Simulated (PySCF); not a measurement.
**CH6O3Si**

The system: CH6O3Si, a small molecule; neutral, singlet. The structure, one conformer, was relaxed in the gas phase by PBE0-D3(BJ)/def2-SVP. No frequency run checks that it is a minimum.

SMILES: OC(O)O[SiH3]

```xyz
11

C    -0.250   -0.774    0.714
O    -0.228    0.596    0.440
Si   -0.162    1.194   -1.132
O     0.411   -0.982    1.906
O     0.356   -1.516   -0.273
H    -1.304   -1.112    0.757
H     1.172    0.973   -1.763
H    -0.393    2.656   -0.981
H    -1.229    0.591   -1.982
H     0.360   -0.154    2.399
H     1.305   -1.500   -0.085
```
(Å; atoms numbered from 1)

Shieldings: GIAO PBE0/pcSseg-2. Shifts are against computed references at the same level: C TMS (σ 184.1 ppm), H TMS (σ 31.24 ppm), Si TMS (σ 341.3 ppm). Core levels by delta-SCF with SCAN, pcX-2 on the ionised atom and pcseg-1 elsewhere, spin-free X2C (2p3/2 is the spin-free 2p value less a third of a first-order spin-orbit splitting); from the vacuum level, for chosen atoms.

**Question.** Give the NMR and core-level values of the distinct atoms.

**Answer.** 
```
   atoms   bonded to  σ (ppm)  δ (ppm)  core level (eV)
      C1   3 O + 1 H     75.0    109.1        1s 295.61
      O2  1 C + 1 Si    220.7        -        1s 538.45
     Si3   1 O + 3 H    386.2    -45.0     2p3/2 107.67
      O4   1 C + 1 H    211.6        -        1s 539.46
      O5   1 C + 1 H    212.8        -        1s 539.49
      H6         1 C    25.31     5.93                -
H7 H8 H9        1 Si    26.42     4.82                -
     H10         1 O    29.10     2.14                -
     H11         1 O    29.16     2.08                -
```

Values are those of this one static structure, with the three H of a rotating XH3 group averaged; atoms that internal rotation interchanges would show their mean in an NMR spectrum.

**Question.** Which of O2, O4, O5 holds its core electrons tightest, and by how much against the loosest?

**Answer.** O5 (bonded to 1 C + 1 H), by 1.04 eV over O2 (bonded to 1 C + 1 Si).

**Question.** By CAM-B3LYP/def2-SVPD (TDDFT singlets, Tamm-Dancoff triplets, ionisation by delta-SCF), where does absorption start, and what does vertical ionisation take?

**Answer.** The first singlet with intensity lies at 8.08 eV (f 0.013); what lies below it is dark. The lowest singlet lies at 7.66 eV (f 0.000), the strongest of the first 6 at 8.89 eV (f 0.060), the lowest triplet at 7.30 eV; vertical ionisation takes 11.05 eV.
